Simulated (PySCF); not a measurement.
Computed shifts of a molecule C9H12O, KT2/pcSseg-1 (PySCF), GIAO, gas phase, equivalent atoms averaged, in ppm (number of nuclei): ¹³C: 157.0 (1), 134.1 (1), 126.3 (2), 115.0 (1), 104.7 (1), 56.6 (1), 36.3 (1), 24.4 (1). ¹H: 7.24 (2), 7.05 (1), 6.62 (1), 4.00 (3), 2.78 (1), 2.68 (1), 1.41 (3). References: ¹³C against TMS (σ = 185.1 ppm); ¹⁷O against H2O (σ = 330.4 ppm); ¹H against TMS (σ = 31.47 ppm), references at their B3LYP-D3(BJ)/def2-TZVP geometries, non-relativistic. Coordinates come from a B3LYP-D3(BJ)/def2-SVP optimisation. One conformer was computed; it need not be the lowest.

Task: Which structure fits?
A) CCc1ccccc1OC
B) CCc1cccc(OC)c1
C) CCc1ccc(OC)cc1
D) C=Cc1cocc1C(C)C

Result: C, CCc1ccc(OC)cc1
